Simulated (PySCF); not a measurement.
# Correlation energy of Xe (xenon, neutral)

Starting occupation: [Xe]. All numbers are calculated (PySCF 2.14, X2C-1e with screened-nucleus spin-orbit coupling, Gaussian nucleus, in x2c-TZVPall-2c (8s9p5d2f, 74 functions)). Frozen: [Ar] 3d10; 26 electrons correlated; the 6 highest virtual spinors left out.

MP2 pair energies summed by pair of shells (mhartree):

```json
{"pair": "4d3/2-4d5/2", "energy": "-128.97", "share (%)": "18.7"}
{"pair": "4d5/2-4d5/2", "energy": "-96.13", "share (%)": "13.9"}
{"pair": "5p3/2-5p3/2", "energy": "-43.71", "share (%)": "6.3"}
{"pair": "4d5/2-5p3/2", "energy": "-43.17", "share (%)": "6.3"}
{"pair": "4d3/2-4d3/2", "energy": "-42.06", "share (%)": "6.1"}
{"pair": "5p1/2-5p3/2", "energy": "-41.83", "share (%)": "6.1"}
{"pair": "4d3/2-5p3/2", "energy": "-27.46", "share (%)": "4.0"}
{"pair": "4d5/2-4p3/2", "energy": "-26.62", "share (%)": "3.9"}
{"pair": "4d5/2-5p1/2", "energy": "-23.08", "share (%)": "3.3"}
{"pair": "4d5/2-5s1/2", "energy": "-20.64", "share (%)": "3.0"}
{"pair": "5p3/2-5s1/2", "energy": "-20.37", "share (%)": "2.9"}
{"pair": "4d3/2-4p3/2", "energy": "-18.01", "share (%)": "2.6"}
{"pair": "4d3/2-5p1/2", "energy": "-15.82", "share (%)": "2.3"}
{"pair": "4p3/2-4p3/2", "energy": "-13.74", "share (%)": "2.0"}
{"pair": "4d3/2-5s1/2", "energy": "-13.49", "share (%)": "2.0"}
{"pair": "4d5/2-4p1/2", "energy": "-13.40", "share (%)": "1.9"}
{"pair": "4p1/2-4p3/2", "energy": "-12.31", "share (%)": "1.8"}
{"pair": "5p1/2-5p1/2", "energy": "-11.03", "share (%)": "1.6"}
{"pair": "4d5/2-4s1/2", "energy": "-11.02", "share (%)": "1.6"}
{"pair": "5p1/2-5s1/2", "energy": "-10.42", "share (%)": "1.5"}
{"pair": "4d3/2-4p1/2", "energy": "-8.70", "share (%)": "1.3"}
{"pair": "4d3/2-4s1/2", "energy": "-7.32", "share (%)": "1.1"}
{"pair": "4p3/2-4s1/2", "energy": "-6.51", "share (%)": "0.9"}
{"pair": "5s1/2-5s1/2", "energy": "-5.66", "share (%)": "0.8"}
{"pair": "4p3/2-5s1/2", "energy": "-5.16", "share (%)": "0.7"}
{"pair": "4p3/2-5p3/2", "energy": "-4.36", "share (%)": "0.6"}
{"pair": "4p1/2-4p1/2", "energy": "-3.56", "share (%)": "0.5"}
{"pair": "4p1/2-4s1/2", "energy": "-3.28", "share (%)": "0.5"}
{"pair": "4p3/2-5p1/2", "energy": "-2.78", "share (%)": "0.4"}
{"pair": "4s1/2-4s1/2", "energy": "-2.37", "share (%)": "0.3"}
```

Total MP2 correlation energy: -690.49 mhartree.

This basis was not built for core-valence correlation, so the inner-shell part is incomplete.
